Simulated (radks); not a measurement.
The mean radii <r> (bohr) of the occupied orbitals of an atom or ion are listed with their occupations. All-electron calculation, scalar-relativistic Kohn-Sham, PBE, spin-polarised, spherical densities, finite nucleus; Fermi nuclear charge, rms radius of each element as measured or else 0.836 A^(1/3) + 0.57 fm. Program: a radial shooting solver on a logarithmic mesh with Libxc functionals.

orbital  occ.     <r>
1s up       1  0.3776

Name the element and its charge. Open shells, if any, are filled with parallel spins first.

Answer. Z = 4, beryllium, charge +3: Be3+ in 1s1. The 1s radius gives Z: for a bare nucleus <r> = (2 gamma + 1)/(2Z) with gamma = sqrt(1 - (Z/c)^2), 0.3749 bohr for Z = 4, and the self-interaction of the functional makes it slightly larger (0.3776 here). The occupations add up to 1, and the charge is Z minus that.
